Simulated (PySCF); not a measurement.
GaI₃, SMILES [I][Ga]([I])[I]. Heavy atoms are numbered as in [Ga:1]([I:2])([I:3])[I:4].

Coordinates come from a B3LYP-D3(BJ)/def2-SVP optimisation. The isomer is the one that the SMILES or the coordinates give; other isomers of the formula were not compared. The def2 effective core potentials stand for the cores of I; spin–orbit coupling is left out.

Method: PBE0/def2-TZVP (PySCF).

Atomic charges (e), one atom of each kind:

| atom | Mulliken | Löwdin |
|---|---|---|
| Ga1 | 0.53 | -0.65 |
| I2 | -0.18 | 0.22 |
